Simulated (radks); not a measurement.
Problem. Ionisation of the copper ion Cu3+, [Ar] 3d8, to [Ar] 3d7 as the strength of local exchange is varied. Method: Dirac Kohn-Sham, Slater X-alpha exchange (alpha = 2/3 is LDA exchange), no correlation, spin-unpolarised, spherical densities, finite nucleus; open shells fill j = l - 1/2 first; Fermi nuclear charge, rms radius 3.8823 fm; computed with a radial shooting solver on a logarithmic mesh with Libxc functionals.

alpha  E(Cu3+) (hartree)  exchange (hartree)  IE (eV)  -e of the level emptied (eV)  <r> of it (bohr)
0.584        -1639.80292           -53.31898   55.574                45.067 (3d5/2)            0.8764
0.667        -1647.39814           -61.17571   58.039                47.324 (3d5/2)            0.8619
0.72         -1652.26624           -66.22864   59.650                48.804 (3d5/2)            0.8530
0.745        -1654.56742           -68.62182   60.420                49.513 (3d5/2)            0.8489
0.834        -1662.78507           -77.19195   63.210                52.089 (3d5/2)            0.8347
x            -1669.55502           -84.28005   65.559                54.264 (3d5/2)            0.8235

Which alpha was used in the last row?

Solution. alpha = 0.907. NIST Atomic Spectra Database: 57.38 eV (semi-empirical). The Delta-SCF value meets it near alpha = 0.64. Spin polarisation and multiplet splitting are left out, so open shells lie too high by an amount that depends on their filling.

Beside tabulated values, note that spin-unpolarised runs miss the spin-polarisation part of the exchange energy of open shells.
